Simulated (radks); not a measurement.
Results of a calculation; reference values are marked as such.
The strontium ion Sr26+, 12 electrons, occupied as [Ne] 3s2. Code: a radial shooting solver on a logarithmic mesh with Libxc functionals. Model: Dirac Kohn-Sham, BLYP, spin-unpolarised, spherical densities, finite nucleus; Fermi nuclear charge, rms radius 4.224 fm. Some entries of the table are withheld. Estimate them.

| orbital | occ. | eigenvalue (eV) | <r^2> (bohr^2) | r(max) (bohr) |
|---|---|---|---|---|
| 1s1/2 | 2 | -17212.66 | (1) | (2) |
| 2s1/2 | 2 | -3369.745 | 0.03375 | 0.1441 |
| 2p1/2 | 2 | (3) | (4) | 0.1126 |
| 2p3/2 | 4 | (5) | (6) | 0.1160 |
| 3s1/2 | 2 | -1309.643 | (7) | 0.3939 |

Answer. 
(1) 1s1/2 <r^2> (bohr^2): 0.002064
(2) 1s1/2 r(max) (bohr): 0.02553
(3) 2p1/2 eigenvalue (eV): -3191.033
(4) 2p1/2 <r^2> (bohr^2): 0.02556
(5) 2p3/2 eigenvalue (eV): -3120.134
(6) 2p3/2 <r^2> (bohr^2): 0.02684
(7) 3s1/2 <r^2> (bohr^2): 0.1974
